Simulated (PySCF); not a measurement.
**A survey of 19F NMR shifts**

How the numbers were obtained: shieldings: GIAO PBE0/pcSseg-1, geometry: GFN2-xTB, in PySCF 2.14.0 with density-fitted response routines (fast rotation and ring inversion assumed for equivalent nuclei, non-relativistic, gas phase, one conformer).

Shieldings were converted by a linear fit to measured shifts: 19F: δ = 146.13 − 0.903σ +14.6 on sp3 carbon (rms 6.0 ppm, 223 shifts, 7.0 ppm with the 5 outliers that the fit left out vs CFCl3, solution or neat liquid). Occasional misses reach two or three times the rms, and more in compound classes unlike the fitted ones.

(1) Give the 19F shifts of `FC(F)=C(F)C#P`, `CC[C@@H]1C(F)(F)[C@]1(F)Cl`.

(2) Match the shifts -66.8, -125.7, -256.1 ppm to `CC[Si]([SiH3])([SiH3])CF`, `FC(F)(F)/C=C/CCCl`, `C/C(Cl)=C\F`.

## Answers

(1) 
```
                                                      compound                    environment  δ (ppm)
                     [F:1][C:2]([F:3])=[C:4]([F:5])[C:6]#[P:7]           F3: vinylic fluorine    -72.8
                     [F:1][C:2]([F:3])=[C:4]([F:5])[C:6]#[P:7]           F1: vinylic fluorine    -94.4
                     [F:1][C:2]([F:3])=[C:4]([F:5])[C:6]#[P:7]           F5: vinylic fluorine   -173.2
[CH3:1][CH2:2][C@@H:3]1[C:4]([F:5])([F:6])[C@:7]1([F:8])[Cl:9]    F5: fluorine of a CF2 group   -132.3
[CH3:1][CH2:2][C@@H:3]1[C:4]([F:5])([F:6])[C@:7]1([F:8])[Cl:9]  F8: fluorine on an sp3 carbon   -138.0
[CH3:1][CH2:2][C@@H:3]1[C:4]([F:5])([F:6])[C@:7]1([F:8])[Cl:9]    F6: fluorine of a CF2 group   -138.3
```

(2) -66.8: FC(F)(F)/C=C/CCCl (fluorine of a CF3 group); -125.7: C/C(Cl)=C\F (vinylic fluorine); -256.1: CC[Si]([SiH3])([SiH3])CF (fluorine on an sp3 carbon).
